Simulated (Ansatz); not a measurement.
Reactions of `S[SiH]1C[SiH2]N1`.

Calculated with Ansatz (gas phase, PBE0-D4/def2-TZVP geometries, no zero-point term in ΔE). CCSD(T)/CBS adds triple-zeta CCSD(T) − MP2 to the extrapolated MP2 energy (def2 sets, frozen cores). This one scheme is used for every species, atoms too. For atomizations the MP2-based limit and the directly extrapolated one differ by several kJ/mol either way, and by 10 to 25 for some Ge, Se and Sn compounds, so smaller differences from it don't rank the levels. Functionals use def2-TZVPP. B3LYP here is the variant with VWN-RPA as its local correlation; programs differ in this. Open shells (•) are unrestricted, without spin–orbit coupling. Spin–orbit coupling would lower the free atoms: a little for C, S, Si. One conformer a species, not always the lowest.

```json
{"reaction": "`S[SiH]1C[SiH2]N1` + H₂ → `C1[SiH2]N[SiH2]1` + H₂S", "CCSD(T)/CBS(def2) (kJ/mol)": "?"}
{"reaction": "`S[SiH]1C[SiH2]N1` + H–F → `F[SiH]1C[SiH2]N1` + H₂S", "CCSD(T)/CBS(def2) (kJ/mol)": "-82"}
{"reaction": "`S[SiH]1C[SiH2]N1` → C• + 7 H• + N• + S• + 2 Si•", "CCSD(T)/CBS(def2) (kJ/mol)": "4205"}
{"reaction": "`S[SiH]1C[SiH2]N1` + HCl → `Cl[SiH]1C[SiH2]N1` + H₂S", "CCSD(T)/CBS(def2) (kJ/mol)": "-41"}
{"reaction": "`S[SiH]1C[SiH2]N1` + `[AlH3]` → `[AlH2][SiH]1C[SiH2]N1` + H₂S", "CCSD(T)/CBS(def2) (kJ/mol)": "83"}
```

Question: Fill in the missing values. (An estimate is asked.)

Answer: Ansatz gave: `S[SiH]1C[SiH2]N1` + H₂ → `C1[SiH2]N[SiH2]1` + H₂S: +56.8 kJ/mol.

Largest T1 diagnostic: 0.012, for Si•.
